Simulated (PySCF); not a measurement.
Ligand exchange on a metal centre used in film growth or etching (Zn Cl-OH). Gas-phase values, no solvent. One relaxed conformer stands for each flexible species; it need not be the lowest.

The LUMO from two functionals at the same geometries (TPSS-D3(BJ)/def2-SVP), both in PySCF: PBE-D3(BJ)/def2-TZVP and TPSSh-D3(BJ)/def2-TZVP. 

```
species                                  TPSSh-D3(BJ)/def2-TZVP (eV)
---------------------------------------  ---------------------------
0 of 2 Cl replaced by OH ([Zn(Cl)2])                           -2.16
1 of 2 Cl replaced by OH ([Zn(Cl)(OH)])                        -1.84
2 of 2 Cl replaced by OH ([Zn(OH)2])                           -1.49
```

### Question
What does PBE-D3(BJ)/def2-TZVP give for each?

### Answer

- 0 of 2 Cl replaced by OH ([Zn(Cl)2]): -2.70
- 1 of 2 Cl replaced by OH ([Zn(Cl)(OH)]): -2.38
- 2 of 2 Cl replaced by OH ([Zn(OH)2]): -2.03
Over these rows, drawn at random from the members with no instability flagged (it was tested for open shells, ions and some series alone), PBE minus TPSSh-D3(BJ): mean -0.54 eV, from -0.54 eV to -0.54 eV.
